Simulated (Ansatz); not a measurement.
Ansatz (a quantum-chemistry and plane-wave program) input (B3LYP-D3(BJ)/def2-TZVP):

Ansatz 0.2 input:
```yaml
crystal:
  periodic: [false, false, false]
  atoms:
    - {symbol: B, position_ang: [-0.00000000, -0.00000000, -0.73649529]}
    - {symbol: N, position_ang: [0.00000000, 0.00000000, 0.52606806]}
basis:
  gaussian:
    orbitals: def2-TZVP
hamiltonian:
  xc: b3lyp
  dispersion: d3bj
phonons: {temperatures: {t_min: 298.15, t_max: 298.15, t_step: 100}}
```

Output:

```
Functional definition: B3LYP
integrals: 0.01 GiB planned
324 factors; their error is unknown
mean field: 0.10 GiB planned
mean field evaluation 1: about -2145.8150 eV, gradient 8.1e1 eV
mean field evaluation 2: about -2034.1456 eV, gradient 1.7e2 eV
mean field evaluation 4: about -2159.9420 eV, gradient 2.1e1 eV
mean field evaluation 8: about -2160.9839 eV, gradient 2.4e-1 eV
mean field evaluation 16: about -2160.9889 eV, gradient 5.5e-5 eV
mean field -2160.98887870 eV, -79.4148765213 hartree, gradient 5.5e-5 eV, S^2 0.000000; 1 other end points of the search recorded, 0 dependent functions left out
the calculation of the forces begins
reference -2160.98905186 eV, -79.4148828848 hartree; 6, 6 occupied and 56, 56 virtual orbitals, 324 factors
these checks for a lower state are left out or cut short: stability, starts, cluster_reference, orbital_swaps, neighbouring_geometries, increment
integrals: 0.01 GiB planned
324 factors; their error is unknown
mean field: 0.10 GiB planned
mean field -2160.98887870 eV, -79.4148765215 hartree, gradient 2.2e-6 eV, S^2 0.000000; 0 other end points of the search recorded, 0 dependent functions left out
the calculation of the forces begins
reference -2160.98905186 eV, -79.4148828849 hartree; 6, 6 occupied and 56, 56 virtual orbitals, 324 factors
these checks for a lower state are left out or cut short: stability, starts, cluster_reference, orbital_swaps, neighbouring_geometries, increment
integrals: 0.01 GiB planned
324 factors; their error is unknown
mean field: 0.10 GiB planned
mean field evaluation 32: about -2160.9889 eV, gradient 2.5e-4 eV
mean field -2160.98887870 eV, -79.4148765215 hartree, gradient 2.2e-6 eV, S^2 0.000000; 0 other end points of the search recorded, 0 dependent functions left out
the calculation of the forces begins
reference -2160.98905186 eV, -79.4148828849 hartree; 6, 6 occupied and 56, 56 virtual orbitals, 324 factors
these checks for a lower state are left out or cut short: stability, starts, cluster_reference, orbital_swaps, neighbouring_geometries, increment
integrals: 0.01 GiB planned
324 factors; their error is unknown
mean field: 0.10 GiB planned
mean field -2160.98887870 eV, -79.4148765215 hartree, gradient 2.2e-6 eV, S^2 0.000000; 0 other end points of the search recorded, 0 dependent functions left out
the calculation of the forces begins
reference -2160.98905186 eV, -79.4148828849 hartree; 6, 6 occupied and 56, 56 virtual orbitals, 324 factors
these checks for a lower state are left out or cut short: stability, starts, cluster_reference, orbital_swaps, neighbouring_geometries, increment
integrals: 0.01 GiB planned
324 factors; their error is unknown
mean field: 0.10 GiB planned
mean field -2160.98887870 eV, -79.4148765215 hartree, gradient 2.2e-6 eV, S^2 0.000000; 0 other end points of the search recorded, 0 dependent functions left out
the calculation of the forces begins
reference -2160.98905186 eV, -79.4148828849 hartree; 6, 6 occupied and 56, 56 virtual orbitals, 324 factors
these checks for a lower state are left out or cut short: stability, starts, cluster_reference, orbital_swaps, neighbouring_geometries, increment
integrals: 0.01 GiB planned
324 factors; their error is unknown
mean field: 0.10 GiB planned
mean field -2160.98865396 eV, -79.4148682622 hartree, gradient 6.5e-7 eV, S^2 0.000000; 0 other end points of the search recorded, 0 dependent functions left out
the calculation of the forces begins
reference -2160.98882714 eV, -79.4148746265 hartree; 6, 6 occupied and 56, 56 virtual orbitals, 324 factors
these checks for a lower state are left out or cut short: stability, starts, cluster_reference, orbital_swaps, neighbouring_geometries, increment
integrals: 0.01 GiB planned
324 factors; their error is unknown
mean field: 0.10 GiB planned
mean field evaluation 64: about -2160.9887 eV, gradient 6.9e-7 eV
mean field -2160.98866291 eV, -79.4148685912 hartree, gradient 6.9e-7 eV, S^2 0.000000; 0 other end points of the search recorded, 0 dependent functions left out
the calculation of the forces begins
reference -2160.98883605 eV, -79.4148749538 hartree; 6, 6 occupied and 56, 56 virtual orbitals, 324 factors
these checks for a lower state are left out or cut short: stability, starts, cluster_reference, orbital_swaps, neighbouring_geometries, increment
integrals: 0.01 GiB planned
324 factors; their error is unknown
mean field: 0.10 GiB planned
mean field -2160.98887870 eV, -79.4148765215 hartree, gradient 2.2e-6 eV, S^2 0.000000; 0 other end points of the search recorded, 0 dependent functions left out
the calculation of the forces begins
reference -2160.98905186 eV, -79.4148828849 hartree; 6, 6 occupied and 56, 56 virtual orbitals, 324 factors
these checks for a lower state are left out or cut short: stability, starts, cluster_reference, orbital_swaps, neighbouring_geometries, increment
integrals: 0.01 GiB planned
324 factors; their error is unknown
mean field: 0.10 GiB planned
mean field -2160.98887870 eV, -79.4148765215 hartree, gradient 2.2e-6 eV, S^2 0.000000; 0 other end points of the search recorded, 0 dependent functions left out
the calculation of the forces begins
reference -2160.98905186 eV, -79.4148828849 hartree; 6, 6 occupied and 56, 56 virtual orbitals, 324 factors
these checks for a lower state are left out or cut short: stability, starts, cluster_reference, orbital_swaps, neighbouring_geometries, increment
integrals: 0.01 GiB planned
324 factors; their error is unknown
mean field: 0.10 GiB planned
mean field -2160.98887870 eV, -79.4148765215 hartree, gradient 2.2e-6 eV, S^2 0.000000; 0 other end points of the search recorded, 0 dependent functions left out
the calculation of the forces begins
reference -2160.98905186 eV, -79.4148828849 hartree; 6, 6 occupied and 56, 56 virtual orbitals, 324 factors
these checks for a lower state are left out or cut short: stability, starts, cluster_reference, orbital_swaps, neighbouring_geometries, increment
integrals: 0.01 GiB planned
324 factors; their error is unknown
mean field: 0.10 GiB planned
mean field -2160.98887870 eV, -79.4148765215 hartree, gradient 2.2e-6 eV, S^2 0.000000; 0 other end points of the search recorded, 0 dependent functions left out
the calculation of the forces begins
reference -2160.98905186 eV, -79.4148828849 hartree; 6, 6 occupied and 56, 56 virtual orbitals, 324 factors
these checks for a lower state are left out or cut short: stability, starts, cluster_reference, orbital_swaps, neighbouring_geometries, increment
integrals: 0.01 GiB planned
324 factors; their error is unknown
mean field: 0.10 GiB planned
mean field evaluation 96: about -2160.9887 eV, gradient 5.8e-2 eV
mean field -2160.98866291 eV, -79.4148685912 hartree, gradient 6.9e-7 eV, S^2 0.000000; 0 other end points of the search recorded, 0 dependent functions left out
the calculation of the forces begins
reference -2160.98883605 eV, -79.4148749538 hartree; 6, 6 occupied and 56, 56 virtual orbitals, 324 factors
these checks for a lower state are left out or cut short: stability, starts, cluster_reference, orbital_swaps, neighbouring_geometries, increment
integrals: 0.01 GiB planned
324 factors; their error is unknown
mean field: 0.10 GiB planned
mean field -2160.98865396 eV, -79.4148682622 hartree, gradient 6.5e-7 eV, S^2 0.000000; 0 other end points of the search recorded, 0 dependent functions left out
the calculation of the forces begins
reference -2160.98882714 eV, -79.4148746265 hartree; 6, 6 occupied and 56, 56 virtual orbitals, 324 factors
Total energy: -2161.01962138 eV, -79.4160062941 hartree
Atom 0 at    -0.000000    -0.000000    -0.736495 Å, force     0.000000    -0.000000    -0.001161 eV/Å
Atom 1 at     0.000000     0.000000     0.526068 Å, force    -0.000000     0.000000     0.001161 eV/Å
Dipole moment:    -0.000000     0.000000    -0.661183 e Å
Vibrations: 1772.45 cm⁻¹, zero-point energy 0.109878 eV
```

This is an excited singlet: at this geometry the triplet lies 0.76 eV lower at wB97M-V/def2-TZVPD.
